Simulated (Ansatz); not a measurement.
Two isomers of C3H8SSi: A = `C=CSC[SiH3]`, B = `C[SiH2]CC=S`.

Computed with Ansatz on PBE0-D4/def2-TZVP structures; ΔE is electronic, products minus reactants. CCSD(T)/CBS is the MP2 limit (def2-TZVPP, def2-QZVPP) plus CCSD(T) − MP2 in def2-TZVPP, frozen cores. DFT in def2-TZVPP. B3LYP here is the variant with VWN-RPA as its local correlation; programs differ in this. Each species was taken in one conformer, which may not be the lowest.

Task: Which is lower in electronic energy at CCSD(T)/CBS, and by how much? (Best estimate.)

Result: Ansatz gave: B, by 65.3 kJ/mol.

Task: Give E(B) − E(A) in kJ/mol with CCSD(T)/def2-TZVPP, B3LYP, HF/def2-TZVPP, CCSD/def2-TZVPP, MP2/def2-TZVPP, r2SCAN-D4, PBE-D4. (Estimate.)

Result: Ansatz gave: CCSD(T)/def2-TZVPP -68.0, B3LYP -64.2, HF/def2-TZVPP -60.6, CCSD/def2-TZVPP -66.7, MP2/def2-TZVPP -71.5, r2SCAN-D4 -67.6, PBE-D4 -63.9. None reverses the order clearly.

Largest T1 diagnostic: 0.015.

In def2-TZVPP, CCSD(T) changes the Hartree–Fock value by −7.4 kJ/mol (the triples alone add −1.3 kJ/mol) and MP2 by −10.9 kJ/mol.
